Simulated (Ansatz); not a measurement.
`N[CH2][GeH]([F])[SH]` + CH₃OH → `C[O][GeH]([F])[SH]` + CH₃NH₂  (ligand exchange at a Ge–C bond)

Program: Ansatz. Geometries: PBE0-D4/def2-TZVP. ΔE: electronic, gas phase. CBS: MP2 limit from def2 TZ/QZ plus the TZ coupled-cluster correction, frozen cores. This one scheme is used for every species. DFT in def2-TZVPP. B3LYP here is the variant with VWN-RPA as its local correlation; programs differ in this. For Ge outer-core shells are correlated without core-valence functions, which leaves a few kJ/mol of doubt a bond. Scalar relativity is left out up to krypton. One conformer a species, not always the lowest.

| level | ΔE (kJ/mol) | difference from CCSD(T)/CBS |
| --- | --- | --- |
| PBE-D4 | -50.2 | 4.2 |
| r2SCAN-D4 | -59.3 | -4.9 |
| PBE0-D4 | -51.0 | 3.4 |
| B3LYP-D4 | -57.9 | -3.5 |
| ωB97X-V | -59.2 | -4.8 |
| ωB97M-V | -56.2 | -1.8 |
| B2PLYP | -61.8 | -7.4 |
| PBE | -51.5 | 2.9 |
| r2SCAN | -59.6 | -5.2 |
| PBE0 | -52.1 | 2.3 |
| B3LYP | -60.1 | -5.7 |
| HF/def2-TZVPP | -71.7 | -17.3 |
| MP2/def2-TZVPP | -58.9 | -4.5 |
| SCS-MP2/def2-TZVPP | -62.8 | -8.4 |
| CCSD/def2-TZVPP | -59.1 | -4.7 |
| CCSD(T)/def2-TZVPP | -58.8 | -4.4 |
| HF/def2-QZVPP | -72.7 | -18.3 |
| MP2/def2-QZVPP | -56.7 | -2.3 |
| SCS-MP2/def2-QZVPP | -60.8 | -6.4 |
| HF/CBS(def2) | -72.9 | -18.5 |
| MP2/CBS(def2) | -54.5 | -0.1 |
| CCSD/CBS(def2) | -54.8 | -0.4 |
| CCSD(T)/CBS | -54.4 | 0 |

Largest T1 diagnostic among the species: 0.012.

In def2-TZVPP, CCSD(T) changes the Hartree–Fock value by +13.0 kJ/mol (the triples alone add +0.4 kJ/mol) and MP2 by +12.9 kJ/mol.
